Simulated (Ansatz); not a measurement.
Stepwise reaction of `[Br][InH][Br]` with water, as a gas-phase model of exchange steps in deposition or etching. ΔE in kJ/mol; ΔG adds harmonic PBE0-D4 terms to CCSD(T)/CBS, at 1 bar.

Calculated with Ansatz (gas phase, PBE0-D4/def2-TZVP geometries, no zero-point term in ΔE). CCSD(T)/CBS is the MP2 limit (def2-TZVPP, def2-QZVPP) plus CCSD(T) − MP2 in def2-TZVPP, frozen cores. This one scheme is used for every species. DFT in def2-TZVPP. B3LYP here is the variant with VWN-RPA as its local correlation; programs differ in this. def2 core potentials past Kr. For Br, In outer-core shells are correlated without core-valence functions, which leaves a few kJ/mol of doubt a bond. Scalar relativity is left out up to krypton. One conformer a species, not always the lowest.

```
step                                       reaction  PBE-D4  B3LYP-D4  ωB97M-V  CCSD(T)/CBS  ΔG(600 K)
   2  `[OH][InH][Br]` + H₂O → `[OH][InH][OH]` + HBr    99.0     102.6    104.2        104.8       99.2
```

(1) Give the row of step 1, `[Br][InH][Br]` + H₂O → `[OH][InH][Br]` + HBr. (Best estimate.)

(2) By hand: ΔE of the 2 steps together at CCSD(T)/CBS.

Answers

(1) The calculation gave: 
| step | reaction | PBE-D4 | B3LYP-D4 | ωB97M-V | CCSD(T)/CBS | ΔG(600 K) |
| --- | --- | --- | --- | --- | --- | --- |
| 1 | `[Br][InH][Br]` + H₂O → `[OH][InH][Br]` + HBr | 103.2 | 107.3 | 108.1 | 108.7 | 99.1 |

(2) (108.7) + (104.8) = 213.5 kJ/mol, or 106.8 kJ/mol a step.

In ΔE the steps differ by no more than 3.9 kJ/mol. All are uphill at CCSD(T)/CBS. ΔG lies between 99.1 and 99.2 kJ/mol a step. PBE-D4 differs from CCSD(T)/CBS by -5.8 to -5.5 kJ/mol a step. Isolated molecules leave out the surface, adducts and barriers. Largest T1 diagnostic: 0.017.
